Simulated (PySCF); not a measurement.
Bond stretch in Au2, singlet. Each curve is given relative to its own lowest point near equilibrium.

```json
[
 {"R / Å": "2.02", "A": "3.450", "B": "3.635", "C": "3.066", "D": "3.061"},
 {"R / Å": "2.14", "A": "1.557", "B": "1.725", "C": "1.289", "D": "1.297"},
 {"R / Å": "2.25", "A": "0.623", "B": "0.756", "C": "0.448", "D": "0.453"},
 {"R / Å": "2.37", "A": "0.141", "B": "0.222", "C": "0.059", "D": "0.062"},
 {"R / Å": "2.43", "A": "0.039", "B": "0.089", "C": "0.000", "D": "0.000"},
 {"R / Å": "2.52", "A": "0.000", "B": "0.000", "C": "0.022", "D": "0.017"},
 {"R / Å": "2.60", "A": "0.046", "B": "0.000", "C": "0.119", "D": "0.106"},
 {"R / Å": "2.70", "A": "0.169", "B": "0.067", "C": "0.304", "D": "0.276"},
 {"R / Å": "2.77", "A": "0.281", "B": "0.141", "C": "0.457", "D": "0.417"},
 {"R / Å": "2.96", "A": "0.630", "B": "0.404", "C": "0.912", "D": "0.822"},
 {"R / Å": "3.12", "A": "0.920", "B": "0.649", "C": "1.291", "D": "1.141"},
 {"R / Å": "3.40", "A": "1.349", "B": "1.071", "C": "1.879", "D": "1.587"},
 {"R / Å": "3.76", "A": "1.718", "B": "1.547", "C": "2.467", "D": "1.948"},
 {"R / Å": "4.14", "A": "1.911", "B": "1.954", "C": "2.902", "D": "2.143"},
 {"R / Å": "4.50", "A": "1.969", "B": "2.256", "C": "3.171", "D": "2.231"},
 {"R / Å": "5.07", "A": "1.937", "B": "2.603", "C": "3.388", "D": "2.286"},
 {"R / Å": "5.60", "A": "1.868", "B": "2.818", "C": "3.427", "D": "2.304"},
 {"R / Å": "6.13", "A": "1.803", "B": "2.962", "C": "3.360", "D": "2.312"},
 {"R / Å": "6.74", "A": "1.744", "B": "3.070", "C": "3.198", "D": "2.316"},
 {"R / Å": "7.62", "A": "1.686", "B": "3.166", "C": "2.882", "D": "2.319"}
]
```

Energies in eV.

**Question.** Assign the columns to these levels of theory: PySCF with SC-NEVPT2 on CASSCF(2,2)/def2-TZVP, all electrons correlated, def2 effective core potentials past Kr; CCSD(T) on RHF/def2-TZVP, def2 effective core potentials past Kr in PySCF 2.14.0; restricted M06-2X/def2-TZVP, def2 effective core potentials past Kr (PySCF); PySCF with MP2 on RHF/def2-TZVP, def2 effective core potentials past Kr.

**Answer.** A is RCCSD(T); B is RKS-M06-2X; C is RMP2; D is NEVPT2.

The restricted form behind RKS-M06-2X, RMP2 keeps the bonding electrons paired and can't separate into open-shell fragments.
